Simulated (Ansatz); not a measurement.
Species: GaN$_{2}$H$_{5}$, charge 0, singlet. GaN2H5 (SMILES [NH2][GaH][NH2]).
B3LYP-D3(BJ)/def2-TZVP minimum from Ansatz (a first-principles code):
```
Ga
N 1 1.8259
H 2 1.0056 1 123.22
H 2 1.0061 3 112.00 1 -174.38
N 1 1.8259 2 116.79 3 -176.51
H 5 1.0056 1 123.22 2 -176.51
H 5 1.0061 6 112.00 1 -174.38
H 1 1.5530 2 121.60 3 3.49
```
Charge 0, spin multiplicity 1.

Total energies in hartree (Ansatz). Radicals and triplets start from unrestricted determinants; spin-orbit coupling is neglected. Correlated methods leave the cores frozen (noble-gas shells, and filled d and f shells in the p block). No relativity. For partners of very few electrons the exact lower level stands in for a higher one.

```csv
species,HF/cc-pVTZ,CCSD(T)/cc-pVTZ,HF/cc-pVQZ,CCSD(T)/cc-pVQZ,CCSD(T)/cc-pVDZ,CCSDT(Q)/cc-pVDZ
1: GaN2H5 (SMILES [NH2][GaH][NH2]),-2035.17835,-2035.74074,-2035.19202,-2035.78709,-2035.51909,-2035.52100
2: Ga (doublet),-1923.26189,-1923.30928,-1923.26422,-1923.31345,-1923.23626,-1923.23650
3: H (doublet),-0.49981,-0.49981,-0.49995,-0.49995,-0.49928,-0.49928
4: N (quartet),-54.40069,-54.51471,-54.40372,-54.52482,-54.47850,-54.47866
```

Work out the atomisation energy (electronic, to ground-state atoms) in kcal/mol: take Hartree-Fock from cc-pVQZ, extrapolate the CCSD(T) correlation energy as X^-3 (X = 3, 4), and add CCSDT(Q) - CCSD(T) in cc-pVDZ. 1 hartree = 627.51 kcal/mol.


Species 1: correlation (64·(-0.59507) - 27·(-0.56239))/37 = -0.61892; step -0.00191; E1 = -2035.19202 + (-0.61892) + (-0.00191) = -2035.81285
Species 2: correlation (64·(-0.04923) - 27·(-0.04739))/37 = -0.05057; step -0.00024; E2 = -1923.26422 + (-0.05057) + (-0.00024) = -1923.31503
Species 3: correlation (64·(0.00000) - 27·(0.00000))/37 = 0.00000; step +0.00000; E3 = -0.49995 + (0.00000) + (+0.00000) = -0.49995
Species 4: correlation (64·(-0.12110) - 27·(-0.11402))/37 = -0.12627; step -0.00016; E4 = -54.40372 + (-0.12627) + (-0.00016) = -54.53015
-1·E1 +1·E2 +5·E3 +2·E4 = 0.93777 hartree = 588.5 kcal/mol.
